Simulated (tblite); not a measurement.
A tight-binding relaxation on `[SiH3]C1=C(Cl)[Se][Si@H]1C1CC1`.

Computed with GFN2-xTB geometry optimisation, gas phase (tblite 0.8.0). Start geometry: from a force field or distance geometry. The input is one job of a driver script: a line of settings, then coordinates in Å.

Command:
```bash
OMP_NUM_THREADS=1 python probes_run.py task.json out
```

Input:
```
{"job": {"kind": "relax", "xc": "GFN2-xTB", "basis": "xTB"}, "charge": 0, "multiplicity": 1}
Si     2.130500    -1.398500    -0.667700
C      1.597900    -0.032600     0.453300
C      2.335800     0.757200     1.347300
Cl     4.037600     0.780100     1.720100
Se     0.936400     2.085800     1.805400
Si    -0.081900     0.418900     1.042600
C     -1.197200     0.862200    -0.397300
C     -1.968800    -0.310800    -0.959600
C     -2.679600     0.720400    -0.110900
H      2.901300    -0.833500    -1.771400
H      0.924400    -2.070100    -1.200500
H      2.939600    -2.364000     0.079700
H     -0.625500    -0.494800     2.069200
H     -0.917600     1.634600    -1.140600
H     -2.204300    -0.227900    -2.046200
H     -1.842300    -1.293700    -0.443800
H     -2.965200     0.361800     0.902300
H     -3.329900     1.411100    -0.693500
```

Output:
```
step      E/eV     max force
  0    -718.07207    5.115
  1    -718.68671    2.017
  2    -718.89970    1.126
  3    -719.02855    0.752
  4    -719.08477    0.651
  5    -719.13835    0.475
  6    -719.16191    0.407
  7    -719.18153    0.423
  8    -719.19752    0.327
  9    -719.21437    0.271
... (82 lines left out)
 92    -719.33891    0.015
 93    -719.33894    0.016
 94    -719.33897    0.014
 95    -719.33901    0.021
 96    -719.33906    0.022
 97    -719.33913    0.018
 98    -719.33917    0.017
 99    -719.33920    0.013
100    -719.33922    0.012
101    -719.33924    0.009
```

«max force» is the largest atomic force in eV/Å.

Q: From which step on does the largest force stay under 0.1 eV/Å, and how much energy is left to gain from there?

A: From step 31 (0.089 eV/Å), 23.6 meV above the end.

Main results: energy lowered by 29.2 kcal/mol over 101 steps; largest atomic force 0.009 eV/Å at the end.

Q: Where do the atoms end?

A: 0.314 Å rms from the input after alignment:
```
atom  x, y, z in Å
Si1    2.4077   -1.5607   -0.5245
C2     1.6062   -0.1901    0.4812
C3     2.2768    0.7879    1.1091
Cl4    3.9580    1.0066    1.1343
Se5    1.1107    2.0057    2.0258
Si6   -0.1448    0.2930    0.9913
C7    -1.3304    0.8794   -0.3361
C8    -2.1479   -0.1588   -1.0543
C9    -2.8114    0.7690   -0.0978
H10    3.2163   -0.9810   -1.5977
H11    1.3052   -2.3504   -1.0808
H12    3.2422   -2.3889    0.3478
H13   -0.7427   -0.5375    2.0391
H14   -1.0092    1.7260   -0.9313
H15   -2.3246   -0.0256   -2.1106
H16   -2.0251   -1.1902   -0.7635
H17   -3.1496    0.3731    0.8471
H18   -3.4462    1.5489   -0.4907
```

Hardware: one thread of an Arm Neoverse N1, shared host. Cost: 2.2 s wall.
Labels such as C1 count atoms from 1, the log's own numbers from 0.
